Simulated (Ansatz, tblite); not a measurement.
Cost and result up the ladder for SnHMe2(SiH3) (C2H10SiSn) (14 atoms). The state is a singlet with charge 0. Geometry: PBE-D4/def2-SVP.

Cartesian coordinates in Å:
```
Sn -0.027 0.386 -0.492
H 0.079 1.668 -1.662
C 0.862 -1.410 -1.343
H 0.331 -1.681 -2.276
H 0.777 -2.248 -0.624
H 1.931 -1.239 -1.573
C -2.129 0.001 -0.072
H -2.609 0.907 0.346
H -2.222 -0.826 0.658
H -2.648 -0.283 -1.007
Si 1.220 1.077 1.671
H 2.653 1.443 1.383
H 1.223 -0.058 2.664
H 0.558 2.262 2.327
```

Ansatz on 2 threads of AMD EPYC 7R13 on a shared host; xTB runs through tblite on one thread. Times are rough, summed over both states, and most runs start from the orbitals of an earlier one. PBE0-D4/def2-TZVP serves as the yardstick here, not as an exact answer. The other state is a doublet.

In the def2 sets Sn takes a core potential; there is no spin–orbit coupling. The xTB rows come from tblite.

Raw xTB energies of ions are shifted by several eV.

| level | functions | wall time |
| --- | --- | --- |
| GFN2-xTB | 36 | 0.012 s |
| GFN1-xTB | 46 | 0.015 s |
| PBE-D4/def2-TZVP | 209 | 9.1 s |
| BLYP-D4/def2-TZVP | 209 | 9.7 s |
| PBE0-D4/def2-TZVP (with forces) | 209 | 18 s |

(1) Estimate what each level gives for the vertical IE (eV).

## Answers

(1) 
```
                          level  vertical IE (eV)  difference from PBE0-D4/def2-TZVP (eV)
                       GFN2-xTB             12.68                                    3.38
                       GFN1-xTB             13.64                                    4.35
               PBE-D4/def2-TZVP              9.10                                   -0.19
              BLYP-D4/def2-TZVP              9.02                                   -0.28
PBE0-D4/def2-TZVP (with forces)              9.30                                    0.00
```
